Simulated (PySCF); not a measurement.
**Strontium: a sound run and one with changed settings**

Sound run: Sr [Kr] 5s2, Sr⁺ [Kr] 5s1. All numbers are calculated (PySCF 2.14, scalar relativity by spin-free X2C-1e, in x2c-TZVPall (8s6p6d1f, 63 functions)). In the sound run the correlated levels freeze [Kr]. The sound run starts from symmetry-adapted Hartree-Fock orbitals and uses a fine grid where one is needed.

Changed run: no relativity, point nucleus. This setting is unsound on purpose.

| species | method | sound run (hartree) | changed run (hartree) | converged |
| --- | --- | --- | --- | --- |
| Sr | UHF | -3177.31954 | -3105.49677 | yes |
| Sr | BP86 | -3179.62918 | -3107.89312 | yes |
| Sr | PBE | -3178.85811 | -3107.12759 | yes |
| Sr | MP2 | -3177.33683 | -3105.51426 | yes |
| Sr⁺ | UHF | -3177.14513 | -3105.32633 | yes |
| Sr⁺ | BP86 | -3179.41453 | -3107.68338 | yes |
| Sr⁺ | PBE | -3178.64827 | -3106.92252 | yes |

Ionisation energy of Sr:

| method | sound run (eV) | changed run (eV) |
| --- | --- | --- |
| UHF | 4.746 | 4.638 |
| BP86 | 5.841 | 5.707 |
| PBE | 5.710 | 5.580 |
| MP2 | 5.216 | 5.114 |
| SCS-MP2 | 5.310 | 5.209 |

Most of the change in total energy is the relativistic energy itself. On top of that the contraction fixes the core shape for the Hamiltonian it was made with, so the changed run is not a good calculation with the other Hamiltonian either.

For comparison, NIST gives 5.695 eV between the lowest levels.
